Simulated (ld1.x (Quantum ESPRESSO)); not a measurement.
**An all-electron radial function and its pseudo partner (nitrogen)**

Columns: radius, all-electron u(r) and pseudo u(r) of the 2s shell (level -18.54 eV) of nitrogen in the configuration [He] 2s1.75 2p3.25; LDA (PZ), scalar-relativistic, TM scheme, ld1.x (Quantum ESPRESSO) 7.5.

```
r (bohr)  all-electron   pseudo
   0.105        0.3864  -0.0764
   0.210        0.2750  -0.1612
   0.315        0.0137  -0.2628
   0.420       -0.2580  -0.3865
   0.525       -0.4878  -0.5278
   0.630       -0.6612  -0.6676
   0.735       -0.7798  -0.7800
   0.840       -0.8511  -0.8511
   0.945       -0.8845  -0.8845
   1.050       -0.8890  -0.8890
   1.155       -0.8725  -0.8725
   1.260       -0.8411  -0.8411
   1.365       -0.8000  -0.8000
   1.470       -0.7529  -0.7529
   1.575       -0.7027  -0.7027
   1.680       -0.6514  -0.6514
   1.785       -0.6004  -0.6004
   1.890       -0.5510  -0.5510
   1.995       -0.5036  -0.5036
   2.100       -0.4588  -0.4588
   2.205       -0.4169  -0.4169
   2.310       -0.3778  -0.3778
   2.415       -0.3417  -0.3417
   2.520       -0.3084  -0.3084
   2.625       -0.2780  -0.2780
   2.730       -0.2501  -0.2501
```

**Question.** How many radial nodes do the two functions have?

**Answer.** The all-electron 2s function has n − l − 1 = 1; the pseudo-wave has 0, since the states of the same l below it are removed with the core.

**Question.** At about which radius was the pseudo-wave matched?

**Answer.** 0.85 bohr. The columns agree to 0.0005 from 0.73 bohr on; several derivatives are matched, so the curves merge somewhat inside the radius.

**Question.** Is the pseudo-wave norm-conserving?

**Answer.** Yes: the TM scheme keeps the norm inside the radius equal to the all-electron one, which fixes the energy derivative of the logarithmic derivative at the level.
